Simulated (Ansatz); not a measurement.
Ansatz (a quantum-chemistry and plane-wave program) input (HF/3-21G): The .json file is the Basis Set Exchange's 3-21G.

Ansatz 0.2 input:
```yaml
crystal:
  periodic: [false, false, false]
  atoms:
    - {symbol: Cl, position_ang: [1.97290900, 0.33833400, -0.18356200]}
    - {symbol: C, position_ang: [0.46845000, 0.60372500, 0.56218300]}
    - {symbol: Br, position_ang: [-1.05216200, -0.29305200, -0.05305000]}
    - {symbol: H, position_ang: [0.47551900, 0.88278700, 1.60422400]}
basis:
  gaussian:
    orbitals: 3-21G.json
hamiltonian:
  xc: {name: HF}
magnetization: {spin_polarized: true, initial_magnetization: 1}
relax: {f_tol: 0.003, max_steps: 120}
```

From the output:

```
relax step   6: F+E_penalty+E_count = -83144.89075325 eV  Δ(F+E_penalty+E_count) = -3.594e-4 eV  max|allowed force component| = 2.767e-2 eV/Å  Δτ_max = 0.0057 Å  (34 SCF iters, accepted)
these checks for a lower state are left out or cut short: starts, cluster_reference, orbital_swaps, neighbouring_geometries, increment
integrals: 0.01 GiB planned
540 factors; integrals over basis functions are off by at most 6.1e-4 eV
mean field: 0.20 GiB planned
mean field -83144.89077358 eV, -3055.5183782979 hartree, gradient 1.5e-5 eV, S^2 0.774497; 0 other end points of the search recorded, 0 dependent functions left out
the calculation of the forces begins
reference -83144.89077358 eV, -3055.5183782979 hartree; 30, 29 occupied and 17, 18 virtual orbitals, 540 factors
relax step   7: F+E_penalty+E_count = -83144.89077358 eV  Δ(F+E_penalty+E_count) = -2.033e-5 eV  max|allowed force component| = 3.739e-3 eV/Å  Δτ_max = 0.0009 Å  (33 SCF iters, accepted)
these checks for a lower state are left out or cut short: starts, cluster_reference, orbital_swaps, neighbouring_geometries, increment
integrals: 0.01 GiB planned
540 factors; integrals over basis functions are off by at most 6.1e-4 eV
mean field: 0.20 GiB planned
mean field -83144.89077564 eV, -3055.5183783738 hartree, gradient 1.5e-5 eV, S^2 0.774532; 0 other end points of the search recorded, 0 dependent functions left out
the calculation of the forces begins
reference -83144.89077564 eV, -3055.5183783738 hartree; 30, 29 occupied and 17, 18 virtual orbitals, 540 factors
relax step   8: F+E_penalty+E_count = -83144.89077564 eV  Δ(F+E_penalty+E_count) = -2.065e-6 eV  max|allowed force component| = 2.699e-3 eV/Å  Δτ_max = 0.0007 Å  (33 SCF iters, accepted)
integrals: 0.01 GiB planned
540 factors; integrals over basis functions are off by at most 6.1e-4 eV
mean field: 0.20 GiB planned
mean field evaluation 64: about -83143.4548 eV, gradient 1.2e1 eV
mean field -83144.89077564 eV, -3055.5183783738 hartree, gradient 1.5e-5 eV, S^2 0.774532; 1 other end points of the search recorded, 0 dependent functions left out
the calculation of the forces begins
reference -83144.89077564 eV, -3055.5183783738 hartree; 30, 29 occupied and 17, 18 virtual orbitals, 540 factors
Total energy: -83144.89077564 eV, -3055.5183783738 hartree
Atom 0 at     2.036092     0.333516    -0.206739 Å, force    -0.001069    -0.000333     0.000333 eV/Å
Atom 1 at     0.437721     0.627769     0.585056 Å, force     0.000166     0.000382    -0.002699 eV/Å
Atom 2 at    -1.095675    -0.314428    -0.068456 Å, force     0.000987     0.000065     0.000339 eV/Å
Atom 3 at     0.486577     0.884937     1.619934 Å, force    -0.000084    -0.000114     0.002028 eV/Å
Dipole moment:    -0.167277     0.048385     0.291854 e Å
```

The geometry given is a B3LYP-D3(BJ)/def2-TZVP minimum.
